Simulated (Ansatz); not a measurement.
Geometry optimisation, RKS PBE0-D4/def2-SVP in Ansatz 0.2.0.

input.yaml

```yaml
crystal:
  periodic: [false, false, false]
  atoms:
    - { symbol: C, position_ang: [-0.1728, -1.7629, 0.8424] }
    - { symbol: Si, position_ang: [0.061, -0.1452, -0.1318] }
    - { symbol: C, position_ang: [1.6873, 0.1046, -0.9697] }
    - { symbol: Al, position_ang: [-1.7511, 1.0864, -0.938] }
    - { symbol: C, position_ang: [-0.6465, 1.407, 0.5952] }
    - { symbol: Cl, position_ang: [-1.4608, 1.1534, 2.1699] }
    - { symbol: H, position_ang: [0.0535, -2.5867, 0.1941] }
    - { symbol: H, position_ang: [0.4663, -1.7062, 1.7235] }
    - { symbol: H, position_ang: [-1.2809, -1.7624, 1.1816] }
    - { symbol: H, position_ang: [2.5209, 0.1014, -0.1627] }
    - { symbol: H, position_ang: [1.7163, 1.0741, -1.4716] }
    - { symbol: H, position_ang: [1.9166, -0.7125, -1.6606] }
    - { symbol: H, position_ang: [-3.1059, 1.402, -1.9208] }
    - { symbol: H, position_ang: [-0.017, 2.3179, 0.5773] }
basis:
  gaussian: { orbitals: def2-SVP }
hamiltonian:
  xc: pbe0
  dispersion: d4
relax:
  f_tol: 0.015
  max_steps: 40
```

Launched with:

```bash
$ ansatz run input.yaml --threads 2 --pin off --max-ram 3072MiB --backend cpu --events-out ev --progress --plain --runs-dir out
```

Problem. Where does it end, and by what steps?

Solution. The forces met the threshold. After 14 steps the energy has fallen by 0.837 eV; Cl6 moved furthest, 1.04 Å. Joined: Al4–Cl6 (3.12 → 2.45 Å).

```
step  energy less start (eV)  largest force component (eV/Å)  accepted
   0                  0.0000                           1.894       yes
   1                 -0.5004                           0.937       yes
   2                 -0.5609                           0.313       yes
   3                 -0.5606                           0.416        no
   4                 -0.5787                           0.117       yes
   5                 -0.5982                           0.179       yes
   6                 -0.6308                           0.261       yes
   7                 -0.6820                           0.397       yes
   8                 -0.7658                           0.344       yes
   9                 -0.8153                           0.250       yes
  10                 -0.8320                           0.130       yes
  11                 -0.8340                           0.103       yes
  12                 -0.8366                           0.037       yes
  13                 -0.8368                           0.018       yes
  14                 -0.8368                           0.006       yes
```

```xyz
14
Properties=species:S:1:pos:R:3
C -0.011 -1.727 0.944
Si -0.031 -0.226 -0.186
C 1.636 0.032 -1.029
Al -1.806 1.100 -0.971
C -0.589 1.458 0.551
Cl -2.205 1.068 1.443
H 0.051 -2.660 0.363
H 0.856 -1.686 1.625
H -0.929 -1.757 1.548
H 2.446 0.061 -0.283
H 1.660 0.974 -1.599
H 1.849 -0.790 -1.730
H -2.888 1.914 -1.789
H -0.052 2.210 1.142
```

Whether the end is a true minimum wasn't checked by a vibrational analysis.

Time of the run: 100 s on 2 threads of Intel(R) Xeon(R) Platinum 8488C (Sapphire Rapids) (shared host), peak memory 0.4 GiB.
